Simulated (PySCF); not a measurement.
# Badger's rule along the second period: bonds to Pb

CCSD(T) in PySCF with def2-SVPD on every atom (core potentials on Pb), for the lowest determinant that a PBE0 search found; no spin–orbit coupling. Badger's rule says that Re = d + c·k^(−1/3) for bonds between atoms of fixed rows.

```json
{"molecule": "PbO", "state (unpaired electrons)": "singlet (closed shell)", "Re (Å)": "1.978", "k (mdyn/Å)": "4.12"}
{"molecule": "PbF", "state (unpaired electrons)": "doublet (π ↑)", "Re (Å)": "2.099", "k (mdyn/Å)": "?"}
{"molecule": "BPb", "state (unpaired electrons)": "quartet (σ ↑, π ↑↑)", "Re (Å)": "2.283", "k (mdyn/Å)": "?"}
{"molecule": "LiPb", "state (unpaired electrons)": "quartet (σ ↑, π ↑↑)", "Re (Å)": "2.679", "k (mdyn/Å)": "0.439"}
```

Q: Fix c and d from PbO and LiPb.

A: c = (2.679 − 1.978)/(0.439^(−1/3) − 4.12^(−1/3)) = 1.013, d = 1.978 − c·4.12^(−1/3) = 1.346 Å.

Q: Predict k of the others and set the computed values beside them.

A: 

```json
{"molecule": "PbF", "k by the rule": "2.44", "k computed": "2.63", "difference (%)": "-7"}
{"molecule": "BPb", "k by the rule": "1.26", "k computed": "1.49", "difference (%)": "-15"}
```

The rule misses by 11 % on average; it knows nothing of spin state or of how ionic a bond is, and both change along this series.

Correlated steps freeze the inner cores (4 to 5 orbitals); shallow outer-core shells are correlated. These are scalar-relativistic numbers at best; spin–orbit coupling would shift them, the dissociation energy most. The CCSD T1 diagnostic is raised in PbO, a sign that a single reference may not be enough there. States were picked by a PBE0 search and need not be the measured ground states.
